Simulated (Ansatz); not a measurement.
Ag2F2 (the lowest singlet isomer of a short search) was relaxed with PBE-D4 (def2-TZVP) in Ansatz in these states: neutral quintet, neutral singlet, neutral triplet. The geometries follow in no particular order.

In the def2 sets Ag takes a core potential; there is no spin–orbit coupling.

A:

```xyz
4

Ag    1.2678    0.1904   -0.7246
Ag   -1.2674   -0.1905    0.7244
F    -0.4447   -1.1782   -1.0906
F     0.4443    1.1783    1.0907
```

B:

```xyz
4

Ag    1.394   -0.908    0.342
Ag   -1.394    0.908   -0.341
F    -0.608   -0.515    1.116
F     0.608    0.515   -1.116
```

C:

```tsv
atom	x (Å)	y (Å)	z (Å)
Ag1	0.8233	-0.6744	-1.0141
Ag2	-0.8230	0.6744	1.0139
F3	0.4032	-1.1448	1.0883
F4	-0.4035	1.1448	-1.0882
```

Judge from the bond lengths which geometry belongs to which state (an estimate).

A is the neutral singlet (Ag1–Ag2 2.945 Å, Ag1–F4 2.225 Å, Ag2–F3 2.224 Å); B is the neutral quintet (Ag1–Ag2 3.397 Å, Ag1–F4 2.183 Å, Ag2–F3 2.183 Å); C is the neutral triplet (Ag1–Ag2 2.940 Å, Ag1–F4 2.195 Å, Ag2–F3 2.195 Å).
